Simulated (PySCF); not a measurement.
## Potential energy of GaP along the bond

Set-up: Ga cc-pVTZ-PP with ECP10, P cc-pV(T+d)Z; scalar-relativistic core potentials (PySCF 2.14). Energies in eV from Ga + P in their ground configurations at the same level. State: ³Σ⁻ (triplet), unpaired electrons π ↑↑.

All columns are PBE0. A positive dipole means Ga(−)P(+).

| R (Å) | E (eV) | μ (D) | Mulliken charge on Ga (basis-dependent) | HOMO (eV) | LUMO (eV) | Mayer bond order | ⟨S²⟩ |
| --- | --- | --- | --- | --- | --- | --- | --- |
| 2.121 | -1.544 | 0.25 | 0.10 | -5.46 | -3.94 | 1.22 | 2.01 |
| 2.219 | -1.876 | -0.25 | 0.17 | -5.51 | -3.70 | 1.17 | 2.01 |
| 2.318 | -2.056 | -0.75 | 0.22 | -5.53 | -3.48 | 1.13 | 2.01 |
| 2.392 | -2.119 | -1.13 | 0.25 | -5.52 | -3.33 | 1.10 | 2.01 |
| 2.466 | -2.135 | -1.49 | 0.27 | -5.51 | -3.19 | 1.08 | 2.01 |
| 2.540 | -2.116 | -1.86 | 0.29 | -5.47 | -3.07 | 1.06 | 2.01 |
| 2.639 | -2.048 | -2.32 | 0.31 | -5.41 | -2.92 | 1.03 | 2.01 |
| 2.762 | -1.919 | -2.87 | 0.33 | -5.32 | -2.76 | 1.01 | 2.01 |
| 2.910 | -1.723 | -3.48 | 0.34 | -5.18 | -2.62 | 0.98 | 2.02 |
| 3.107 | -1.434 | -4.18 | 0.34 | -4.99 | -2.52 | 0.94 | 2.03 |

A fit through these points gives, at Re = 2.459 Å, μ = -1.46 D and dμ/dR = -4.94 D/Å; the reduced mass is 21.37 u.

Q: How strong is the fundamental in the double-harmonic approximation, I = 42.26·(dμ/dR)²/μred km/mol?

A: I = 42.26·(-4.94)²/21.37 = 48.3 km/mol at PBE0.

Spin–orbit coupling is left out. The state is the lowest determinant that a PBE0 search found; another state may lie lower at other levels.
